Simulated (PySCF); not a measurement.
**Distorted geometries of Sm2N2**

Sm2N2 (singlet in the valence; each metal's 4f electrons, 5 of them, lie in its core potential, out of spins and levels). PySCF 2.14.0, RKS TPSS, Sm lcecp-1-SVP with ECP51, N def2-SVP; non-relativistic Hamiltonian with scalar-relativistic core potentials where named; density fitting; no spin-orbit coupling. Relaxed geometry:

```xyz
4

Sm    0.0000    0.0000    1.5603
Sm    0.0000    0.0000   -1.5603
N     1.4028    0.0000    0.0000
N    -1.4028    0.0000    0.0000
```

Q: Order these distorted geometries by energy above the relaxed one, lowest first.
A.
```xyz
4

Sm    0.0910   -0.0541    1.5590
Sm   -0.0425   -0.0183   -1.5929
N     1.3855    0.0244    0.0555
N    -1.4340    0.0480   -0.0216
```
B.
```xyz
4

Sm    0.0171   -0.1074    1.6184
Sm   -0.0319    0.0275   -1.4768
N     1.4454    0.0330   -0.1103
N    -1.4307    0.0469   -0.0314
```
C.
```xyz
4

Sm    0.0408   -0.1166    1.7357
Sm   -0.0172    0.0738   -1.6327
N     1.3863   -0.0020    0.0379
N    -1.4099    0.0449   -0.1409
```

A: A (0.17 eV), B (0.47 eV), C (0.70 eV).

Q: Which forces (eV/Å) act in the one that lies 0.17 eV up?

A: 
```
Sm  -1.53  0.14  0.57
Sm  -0.06  0.20  1.24
N    0.70 -0.12 -1.73
N    0.89 -0.22 -0.08
```
Forces carry noise of the integration grid, about 0.01 to 0.03 eV/Å.

No frequency check is given that shows the relaxed geometry to be a minimum. An lcecp potential fixes the number of 4f electrons, so in runs with it no electron can move into or out of that shell.
